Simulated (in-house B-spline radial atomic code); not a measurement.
A fraction x of an electron is removed from 4d in Sn³⁺, starting from [Kr] 4d10 5s1 and keeping the highest spin. All numbers are computed (scalar-relativistic (X2C) wB97X, spin-polarised, spherical fractional occupations; Fermi nucleus of rms radius 4.6519 fm) with a B-spline radial code for spherical atoms, not measured.

Caution: exact exchange at fractional occupations of open shells leaves self-interaction of up to several eV.

```json
{"x": "0", "E(x) - E(0) (eV)": "0.0000", "4d down level (eV)": "-60.064"}
{"x": "0.03", "E(x) - E(0) (eV)": "1.8087", "4d down level (eV)": "-60.516"}
{"x": "0.14", "E(x) - E(0) (eV)": "?", "4d down level (eV)": "?"}
{"x": "0.25", "E(x) - E(0) (eV)": "15.4887", "4d down level (eV)": "-63.857"}
{"x": "0.45", "E(x) - E(0) (eV)": "28.5676", "4d down level (eV)": "-66.939"}
{"x": "0.5", "E(x) - E(0) (eV)": "31.9340", "4d down level (eV)": "-67.716"}
{"x": "0.58", "E(x) - E(0) (eV)": "37.4011", "4d down level (eV)": "-68.964"}
{"x": "0.69", "E(x) - E(0) (eV)": "?", "4d down level (eV)": "?"}
{"x": "0.83", "E(x) - E(0) (eV)": "55.1335", "4d down level (eV)": "-72.905"}
{"x": "0.97", "E(x) - E(0) (eV)": "65.4964", "4d down level (eV)": "-75.139"}
{"x": "1", "E(x) - E(0) (eV)": "67.7578", "4d down level (eV)": "-75.620"}
```

Problem. What belongs in the row x = 0.14?

Solution. An energy change of 8.5568 eV; 4d down at -62.180 eV.

Problem. What belongs in the row x = 0.69?

Solution. An energy change of 45.0820 eV; 4d down at -70.691 eV.

Problem. Check Janak's theorem between x = 0.25 and 0.45.

Solution. The slope of the energy is 65.39 eV; the orbital levels give 65.40 eV (-ε of the emptying orbital, averaged over the two points).
